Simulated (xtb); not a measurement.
2-fluoro-2-methylpropane (C4H9F), SMILES CC(F)(C)C. All values are semi-empirical tight-binding results from xtb (GFN2-xTB unless named), good for trends rather than for accurate numbers. Geometry optimised at GFN2-xTB.

Optimised geometry:

```xyz
14

C      1.2717     0.0178    -0.7455
C      0.1648    -0.0687     0.2995
C     -0.7990    -1.2138     0.0087
C     -0.5664     1.2595     0.4599
F      0.7789    -0.3501     1.5258
H      0.8456     0.2295    -1.7218
H      1.9712     0.8082    -0.4839
H      1.8154    -0.9229    -0.7913
H     -1.3065    -1.0416    -0.9359
H     -1.5395    -1.2883     0.8015
H     -0.2559    -2.1541    -0.0457
H      0.1386     2.0443     0.7237
H     -1.0624     1.5253    -0.4690
H     -1.3092     1.1831     1.2504
```

```
Item                                            Value
--------------------------------------  -------------
point group as xtb finds it                       C3v
orbital gap                                  12.15 eV
dipole moment                                  2.45 D
zero-point energy                       76.2 kcal/mol
G − E(el) at 298.15 K (modified RRHO)   58.5 kcal/mol
static polarisability (D4 model)           52.0 bohr³
solvation energy, GFN2-xTB/ALPB(water)  -2.7 kcal/mol
solvation energy, GFN2-xTB/ALPB(ether)  -4.9 kcal/mol
```

Computed IR lines (harmonic; lines under 4 % of the strongest left out, lines within 3 cm⁻¹ merged):
ν (cm⁻¹): 320 (w), 447 (w), 778 (w), 887 (m), 1201 (vs), 1253 (vs), 1395 (m), 1414 (w), 1482 (w), 1504 (w), 3043 (m), 3047 (vs), 3051 (m), 3059 (s) (against the strongest line: vs over 80 %, s over 45 %, m over 15 %, w over 4 %, vw less)

Computed atomic charges and the Wiberg bond orders between heavy atoms:
charges (e) C1 -0.12, C2 0.18, C3 -0.12, C4 -0.12, F5 -0.28, H6 0.04, H7 0.05, H8 0.05, H9 0.04, H10 0.05, H11 0.05, H12 0.05, H13 0.04, H14 0.05. Bond orders C1–C2 1.00, C2–C3 1.00, C2–C4 1.00, C2–F5 0.90.
